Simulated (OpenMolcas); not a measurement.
## Rh5+: moving or changing the point charges

Rh5+ among 4 point charges of -1.5 e arranged as a square (D4h), 2.16 Å from the ion.

```json
{
 "Program": "OpenMolcas",
 "Method": "SS-CASPT2, IPEA 0.25 Eh, imaginary shift 0.1 Eh (closed shells correlated: 4s 4p)",
 "Basis": "ANO-RCC-VDZP [6s5p3d1f]",
 "Scalar Hamiltonian": "DKH2, point nucleus",
 "Active space": "4 electrons in 5 orbitals (4d)",
 "State averaging": "2S+1 = 5 even, 5 roots; 2S+1 = 3 even, 45 roots; 2S+1 = 1 even, 50 roots",
 "Spin-orbit coupling": "RASSI with atomic mean-field integrals over the reference wave functions"
}
```

Runs around this geometry, states (labels of D4, the rotations of D4h). Energies in cm-1 above the lowest state or level, χT in cm3 K/mol.

| R (Å) | q (e) | Ground state | First state of that spin | First gap with spin-orbit (degeneracies) | χT at 300 K | First state of another spin |
| --- | --- | --- | --- | --- | --- | --- |
| 2.16 | -0.75 | 5B1 | 5B2 1370 | 98 (1, 1) | 0.899 | 3B1 21710 |
| 2 | -1.5 | 5B1 | 5B2 3880 | 34 (1, 1) | 1.443 | 3E 21840 |
| 2.16 | -1.5 | 5B1 | 5B2 2680 | 44 (1, 1) | 1.190 | 3B1 21840 |
| 2.28 | -1.5 | 5B1 | 5B2 2060 | 54 (1, 1) | 1.060 | 3B1 21830 |

Taking the first state of the same spin as R^-n, n = -ln(2060 / 3880) / ln(2.28 / 2) = 4.8 between the shortest and longest distance.

Scaling the charges by -0.75 / -1.5 = 0.50 scales the first state of the same spin by 1370 / 2680 = 0.51; with fixed orbitals a first-order splitting would follow the charge.

Point charges give a weaker field than real ligands, and real ions of this kind are as a rule low spin; the high spin found here belongs to the model. Free-ion shares, where given, are those of the reference states; single-state CASPT2 does not remix them. Spin-orbit coupling mixes the spin-free states strongly: the lowest level takes only 61 % from its leading state, 5B1 (holds for R = 2.16, q = -0.75). This is an electrostatic model: the charges have no orbitals. No measured value stands beside these numbers.
